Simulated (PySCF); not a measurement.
**Successive ionisation energies of terbium**

Calculated with PySCF 2.14, two-component X2C-1e (Gaussian nucleus, no Breit or QED terms), each ion in its own even-tempered basis; GMP2 freezes the deep shells of the larger ions and drops the highest virtual spinors; eV.

| ion | configuration | GHF (screened spin-orbit) | NIST | kind |
| --- | --- | --- | --- | --- |
| Tb²³⁺ | [Kr] 4d6 | 772.19 | 772 ± 4 | theoretical |
| Tb²⁴⁺ | [Kr] 4d5 | 815.93 | 816 ± 4 | theoretical |
| Tb²⁵⁺ | [Kr] 4d4 | 865.03 | 866 ± 4 | theoretical |
| Tb²⁶⁺ | [Kr] 4d3 | 907.39 | 909 ± 4 | theoretical |
| Tb²⁷⁺ | [Kr] 4d2 | 953.71 | 954 ± 4 | theoretical |
| Tb²⁸⁺ | [Kr] 4d1 | 996.79 | 997 ± 4 | theoretical |
| Tb²⁹⁺ | [Kr] | 1161.4 | 1165 ± 4 | theoretical |
| Tb³⁰⁺ | [Ar] 3d10 4s2 4p5 | 1204.5 | 1208 ± 4 | theoretical |
| Tb³¹⁺ | [Ar] 3d10 4s2 4p4 | 1251.9 | 1256 ± 4 | theoretical |
| Tb³²⁺ | [Ar] 3d10 4s2 4p3 | 1296.7 | 1301 ± 4 | theoretical |
| Tb³³⁺ | [Ar] 3d10 4s2 4p2 | 1388.4 | 1393 ± 5 | theoretical |
| Tb³⁴⁺ | [Ar] 3d10 4s2 4p1 | 1438.7 | 1443 ± 5 | theoretical |
